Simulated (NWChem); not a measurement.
Program: NWChem. System: HBCl (+1), charge 1, spin multiplicity 1, at a geometry optimised with PBE/def2-SVP. The structure started from a generated list of species. Level: CIS/aug-cc-pVDZ.

Job file:

```
start mol
memory heap 200 mb stack 900 mb global 1100 mb
charge 1
geometry units angstroms nocenter noautoz
  B      0.000000     0.000000    -1.135917
  Cl     0.000000     0.000000     0.471472
  H      0.000000     0.000000    -2.335445
  symmetry group C2v
end
basis spherical
  * library aug-cc-pvdz
end
dft
  xc hfexch
  semidirect memsize 60000000 filesize 0
  iterations 100
end
tddft
  cis
  nroots 8
  notriplet
  thresh 1e-4
end
task tddft energy
```

Output (cleaned and shortened):

```
             Northwest Computational Chemistry Package (NWChem) 7.3.0
             --------------------------------------------------------

                                NWChem Input Module
                                -------------------

 Scaling coordinates for geometry "geometry" by  1.889725989
 (inverse scale =  0.529177249)

 Turning off AUTOSYM since
 SYMMETRY directive was detected!

                             Geometry "geometry" -> ""
                             -------------------------

 Output coordinates in angstroms (scale by  1.889725989 to convert to a.u.)

  No.       Tag          Charge          X              Y              Z
 ---- ---------------- ---------- -------------- -------------- --------------
    1 B                    5.0000     0.00000000     0.00000000    -1.13591700
    2 Cl                  17.0000     0.00000000     0.00000000     0.47147200
    3 H                    1.0000     0.00000000     0.00000000    -2.33544500

 Effective nuclear repulsion energy (a.u.)      33.3940282448

            Nuclear Dipole moment (a.u.)
            ----------------------------
        X                 Y               Z
 ---------------- ---------------- ----------------
     0.0000000000     0.0000000000    -0.0000113384

      Symmetry information
      --------------------

 Group name             C2v
 Group number             16
 Group order               4
 No. of unique centers     3

      Symmetry unique atoms

     1    2    3


 Summary of "ao basis" -> "" (spherical)
 ------------------------------------------------------------------------------
       Tag                 Description            Shells   Functions and Types
 ---------------- ------------------------------  ------  ---------------------
 *                        aug-cc-pvdz                 on all atoms

  xc_inp: hfexch multiplicative factor not found.

                                 NWChem DFT Module
                                 -----------------

 Summary of "ao basis" -> "ao basis" (spherical)
 ------------------------------------------------------------------------------
[...]
     Occ.    9  a1  ---  Virt.   29  a1      -0.05225
     Occ.    9  a1  ---  Virt.   34  a1      -0.05895
     Occ.   10  b2  ---  Virt.   13  b2       0.65403
     Occ.   10  b2  ---  Virt.   17  b2      -0.07597
     Occ.   11  b1  ---  Virt.   12  b1       0.65403
     Occ.   11  b1  ---  Virt.   16  b1      -0.07597
  ----------------------------------------------------------------------------
  Root   7 singlet b1             0.438165416 a.u.               11.9231 eV
  ----------------------------------------------------------------------------
     Transition Moments    X -0.44252   Y -0.00227   Z -0.00000
     Transition Moments   XX -0.00000  XY -0.00000  XZ  0.20440
     Transition Moments   YY -0.00000  YZ  0.00105  ZZ  0.00000
     Dipole Oscillator Strength                    0.0572031806
     Electric Quadrupole                           0.0000000187
     Magnetic Dipole                               0.0000002043
     Total Oscillator Strength                     0.0572034037

          sigma_e =   1.9532 Angstrom
          sigma_h =   1.1095 Angstrom
         |d_h->e| =   0.6908 Angstrom
            d_exc =   2.3417 Angstrom
            d_CD1 =   1.5345 Angstrom
            d_CD2 =  -0.8405 Angstrom
            d_CD3 =   3.0326 Angstrom
     Pearson C.C. =   0.0091

     Occ.    8  a1  ---  Virt.   12  b1      -0.11925
     Occ.    9  a1  ---  Virt.   12  b1      -0.13435
     Occ.   11  b1  ---  Virt.   14  a1       0.72546
     Occ.   11  b1  ---  Virt.   15  a1      -0.35094
     Occ.   11  b1  ---  Virt.   18  a1       0.21110
     Occ.   11  b1  ---  Virt.   19  a1       0.42957
     Occ.   11  b1  ---  Virt.   22  a1      -0.13449
     Occ.   11  b1  ---  Virt.   25  a1      -0.07169
     Occ.   11  b1  ---  Virt.   28  a1      -0.16089
     Occ.   11  b1  ---  Virt.   29  a1       0.13067
     Occ.   11  b1  ---  Virt.   34  a1       0.08855
     Occ.   11  b1  ---  Virt.   35  a1       0.05295
  ----------------------------------------------------------------------------
  Root   8 singlet b2             0.438165416 a.u.               11.9231 eV
  ----------------------------------------------------------------------------
     Transition Moments    X  0.00227   Y -0.44252   Z  0.00000
     Transition Moments   XX -0.00000  XY -0.00000  XZ -0.00105
     Transition Moments   YY -0.00000  YZ  0.20440  ZZ  0.00000
     Dipole Oscillator Strength                    0.0572031806
     Electric Quadrupole                           0.0000000187
     Magnetic Dipole                               0.0000002043
     Total Oscillator Strength                     0.0572034037

          sigma_e =   1.9532 Angstrom
          sigma_h =   1.1095 Angstrom
         |d_h->e| =   0.6908 Angstrom
            d_exc =   2.3417 Angstrom
            d_CD1 =   1.5345 Angstrom
            d_CD2 =  -0.8405 Angstrom
            d_CD3 =   3.0326 Angstrom
     Pearson C.C. =   0.0091

     Occ.    8  a1  ---  Virt.   13  b2      -0.11925
     Occ.    9  a1  ---  Virt.   13  b2      -0.13435
     Occ.   10  b2  ---  Virt.   14  a1       0.72546
     Occ.   10  b2  ---  Virt.   15  a1      -0.35094
     Occ.   10  b2  ---  Virt.   18  a1       0.21110
     Occ.   10  b2  ---  Virt.   19  a1       0.42957
     Occ.   10  b2  ---  Virt.   22  a1      -0.13449
     Occ.   10  b2  ---  Virt.   25  a1      -0.07169
     Occ.   10  b2  ---  Virt.   28  a1      -0.16089
     Occ.   10  b2  ---  Virt.   29  a1       0.13067
     Occ.   10  b2  ---  Virt.   34  a1       0.08855
     Occ.   10  b2  ---  Virt.   35  a1       0.05295

              Target root =      1
          Target symmetry = none
      Ground state energy =   -484.469967677953
        Excitation energy =      0.294466738877
     Excited state energy =   -484.175500939076

  stored tddft:energy   -484.17550093907556

 Task  times  cpu:       52.1s     wall:       52.1s

 Total times  cpu:       52.1s     wall:       52.1s
```
